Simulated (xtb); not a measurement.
F6Nb (SMILES [F][Nb-]([F])([F])([F])([F])[F]), charge -1, singlet, at a GFN2-xTB geometry (such geometries of metal compounds can be far from the true shape); GFN0-xTB with ALPB(chcl3) in xtb.

Here is a job for xtb.
```
$ xtb mol.xyz --gfn 0 --chrg -1 --alpb chcl3 --json

# file mol.xyz
7

Nb     0.00000000     0.00000000    -0.00000000
F      1.11527446    -0.47737769    -1.40718583
F     -1.11527446     0.47737769     1.40718583
F     -1.17152260     0.79987238    -1.19984896
F     -0.91410953    -1.60754884    -0.17913416
F      0.91410953     1.60754884     0.17913416
F      1.17152260    -0.79987238     1.19984896
```

Question: Write the output that xtb gives for this input, abridged.

Answer: 
```
   ID    Z sym.   atoms
    1   41 Nb     1
    2    9 F      2-7

           -------------------------------------------------
          |                Calculation Setup                |
           -------------------------------------------------

           -------------------------------------------------
          |                 G F N 0 - x T B                 |
           -------------------------------------------------

      * Solvation model:               ALPB
        Solvent                        chcl3
        Parameter file                 internal GFN-FF/ALPB
        Dielectric constant                4.8100E+00
        Reference state                gsolv [1 M gas/solution]
        Free energy shift                  3.3627E-03 Eh       2.1102E+00 kcal/mol
        Temperature                        2.9815E+02 K
        Density                            1.4900E+00 kg/L
        Solvent mass                       1.1938E+02 g/mol
        Interaction kernel             P16
        Born radius scaling (c1)           1.6026E+00
        Born radii integrator          GBOBC
        Born offset                        0.0000E+00 a0       0.0000E+00 AA
        H-bond correction              false
        Ion screening                  false
        Surface tension                    1.0000E-05 Eh       1.5569E+01 dyn/cm
        Grid points                               230 per atom

          ...................................................
          :                      SETUP                      :
          :.................................................:
          :  # basis functions                  34          :
          :  # atomic orbitals                  33          :
          :  # shells                           15          :
          :  # electrons                        48          :
          :  electronic temp.          300.0000000     K    :
          :  accuracy                    1.0000000          :
          :  -> integral cutoff          0.2500000E+02      :
          :  -> integral neglect         0.1000000E-07      :
          ...................................................

         :::::::::::::::::::::::::::::::::::::::::::::::::::::
         ::                     SUMMARY                     ::
         :::::::::::::::::::::::::::::::::::::::::::::::::::::
         :: total energy             -26.791137132387 Eh    ::
         :: total w/o Gsasa/hb       -26.793090532954 Eh    ::
         :: gradient norm              0.015923284901 Eh/a0 ::
         :: HOMO-LUMO gap              4.489328971991 eV    ::
         ::.................................................::
         :: H0 energy                -25.402936570357 Eh    ::
         :: repulsion energy           0.043630365996 Eh    ::
         :: electrostat energy        -1.429889554999 Eh    ::
         :: -> Gsolv                   0.000000000000 Eh    ::
         ::    -> Gsasa               -0.001409348135 Eh    ::
         ::    -> Gshift               0.003362748702 Eh    ::
         :: dispersion energy         -0.001941373027 Eh    ::
         :: short-range corr.          0.000000000000 Eh    ::
         :: add. restraining           0.000000000000 Eh    ::
         :: total charge              -1.000000000000 e     ::
         :::::::::::::::::::::::::::::::::::::::::::::::::::::

           -------------------------------------------------
          |                Property Printout                |
           -------------------------------------------------

    * Orbital Energies and Occupations

         #    Occupation            Energy/Eh            Energy/eV
      -------------------------------------------------------------
         1        2.0000           -0.8365918             -22.7648
       ...           ...                  ...                  ...
        12        2.0000           -0.4432142             -12.0605
        13        2.0000           -0.4432142             -12.0605
        14        2.0000           -0.4416038             -12.0166
        15        2.0000           -0.4416038             -12.0166
        16        2.0000           -0.4410952             -12.0028
        17        2.0000           -0.4410952             -12.0028
        18        2.0000           -0.4410952             -12.0028
        19        2.0000           -0.4398219             -11.9682
        20        2.0000           -0.4398219             -11.9682
        21        2.0000           -0.4398219             -11.9682
        22        2.0000           -0.4396964             -11.9647
        23        2.0000           -0.4396964             -11.9647
        24        2.0000           -0.4396964             -11.9647 (HOMO)
        25                         -0.2747166              -7.4754 (LUMO)
        26                         -0.2747166              -7.4754
        27                         -0.2747166              -7.4754
        28                          0.0469109               1.2765
        29                          0.0469109               1.2765
        30                          0.0469109               1.2765
        31                          0.2568236               6.9885
        32                          0.2900208               7.8919
        33                          0.2900208               7.8919
      -------------------------------------------------------------
                  HL-Gap            0.1649798 Eh            4.4893 eV
             Fermi-level            0.0000000 Eh            0.0000 eV

     #   Z          covCN         q      C6AA      α(0)
     1  41 Nb       4.024     0.572   159.421    19.555
     2   9 F        0.671    -0.262    11.962     3.986
     3   9 F        0.671    -0.262    11.962     3.986
     4   9 F        0.671    -0.262    11.962     3.986
     5   9 F        0.671    -0.262    11.962     3.986
     6   9 F        0.671    -0.262    11.962     3.986
     7   9 F        0.671    -0.262    11.962     3.986

 Mol. C6AA /au·bohr⁶  :       1098.383794
 Mol. C8AA /au·bohr⁸  :      52111.718708
 Mol. α(0) /au        :         43.471223

Wiberg/Mayer (AO) data.
largest (>0.10) Wiberg bond orders for each atom

 ---------------------------------------------------------------------------
     #   Z sym  total        # sym  WBO       # sym  WBO       # sym  WBO
 ---------------------------------------------------------------------------
     1  41 Nb   2.741 --     3 F    0.457     2 F    0.457     6 F    0.457
                             5 F    0.457     4 F    0.457     7 F    0.457
     2   9 F    0.491 --     1 Nb   0.457
     3   9 F    0.491 --     1 Nb   0.457
     4   9 F    0.491 --     1 Nb   0.457
     5   9 F    0.491 --     1 Nb   0.457
     6   9 F    0.491 --     1 Nb   0.457
     7   9 F    0.491 --     1 Nb   0.457
 ---------------------------------------------------------------------------

Topologies differ in total number of bonds
Writing topology from bond orders to xtbtopo.mol

 dipole moment from electron density (au)
     X       Y       Z
  -0.0000  -0.0000  -0.0000  total (Debye):    0.000

           -------------------------------------------------
          | TOTAL ENERGY              -26.791137132387 Eh   |
          | GRADIENT NORM               0.015923284901 Eh/α |
          | HOMO-LUMO GAP               4.489328971991 eV   |
           -------------------------------------------------

normal termination of xtb
```
